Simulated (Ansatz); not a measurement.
Program: Ansatz. Geometries: PBE0-D4/def2-TZVP. ΔE: electronic, gas phase. CCSD(T)/CBS is the MP2 limit (def2-TZVPP, def2-QZVPP) plus CCSD(T) − MP2 in def2-TZVPP, frozen cores. Functionals use def2-TZVPP. B3LYP here is the variant with VWN-RPA as its local correlation; programs differ in this. def2 core potentials past Kr. For Sn outer-core shells are correlated without core-valence functions, which leaves a few kJ/mol of doubt a bond. One conformer a species, not always the lowest.

`OC(F)([SiH3])CF` + `[OH][Sn][Cl]` → `[SiH3][O][Sn][Cl]` + `OC(F)CF`  (ligand exchange at the Si–C bond)

`OC(F)([SiH3])CF`:

Cartesian coordinates in Å:
```
O -0.221 -0.067 -1.644
C -0.393 -0.098 -0.280
F -1.673 -0.594 0.011
Si 0.867 -1.350 0.455
C -0.313 1.288 0.321
F -1.079 2.158 -0.437
H -0.721 0.683 -1.993
H 2.245 -0.882 0.162
H 0.607 -2.668 -0.165
H 0.661 -1.408 1.925
H 0.719 1.650 0.303
H -0.699 1.289 1.342
```

`[OH][Sn][Cl]`:

```xyz
4

O    -0.975   -0.165    0.157
Sn    0.932   -0.583   -0.129
Cl    1.588    1.679   -0.297
H    -1.546   -0.931    0.269
```

`[SiH3][O][Sn][Cl]`:

```xyz
7

Si    0.373   -0.576   -0.683
O     0.774   -0.003    0.802
Sn    0.052    1.159    2.211
Cl   -1.985    1.709    1.112
H     0.179    0.536   -1.652
H     1.481   -1.442   -1.165
H    -0.875   -1.384   -0.625
```

`OC(F)CF`:

Z-matrix (Å, degrees):
```
C
F 1 1.385
C 1 1.513 2 108.2
O 1 1.366 2 110.3 3 -123.6
H 1 1.094 2 107.0 3 119.3
F 3 1.382 1 108.9 2 -74.2
H 3 1.093 1 109.8 2 167.4
H 3 1.092 1 110.7 2 45.2
H 4 0.965 1 108.0 2 75.9
```

| level | ΔE (kcal/mol) | difference from CCSD(T)/CBS |
| --- | --- | --- |
| PBE-D4 | -29.5 | 4.3 |
| r2SCAN-D4 | -32.5 | 1.3 |
| PBE0-D4 | -32.2 | 1.6 |
| B3LYP-D4 | -34.0 | -0.2 |
| ωB97X-V | -33.3 | 0.5 |
| ωB97M-V | -33.1 | 0.7 |
| B2PLYP | -34.7 | -0.9 |
| PBE | -29.4 | 4.4 |
| r2SCAN | -32.5 | 1.3 |
| PBE0 | -32.1 | 1.7 |
| B3LYP | -33.9 | -0.1 |
| HF/def2-TZVPP | -41.2 | -7.4 |
| MP2/def2-TZVPP | -35.5 | -1.7 |
| SCS-MP2/def2-TZVPP | -36.3 | -2.5 |
| CCSD/def2-TZVPP | -35.5 | -1.7 |
| CCSD(T)/def2-TZVPP | -34.4 | -0.6 |
| HF/def2-QZVPP | -41.4 | -7.6 |
| MP2/def2-QZVPP | -35.2 | -1.4 |
| SCS-MP2/def2-QZVPP | -36.0 | -2.2 |
| HF/CBS(def2) | -41.4 | -7.6 |
| MP2/CBS(def2) | -34.9 | -1.1 |
| CCSD/CBS(def2) | -34.9 | -1.1 |
| CCSD(T)/CBS | -33.8 | 0 |

Largest T1 diagnostic among the species: 0.017.

From PBE to PBE0 (25 % exact exchange), in def2-TZVPP and without D4, ΔE moves by −2.7 kcal/mol. In def2-TZVPP, CCSD(T) changes the Hartree–Fock value by +6.7 kcal/mol (the triples alone add +1.1 kcal/mol) and MP2 by +5.7 kcal/mol.
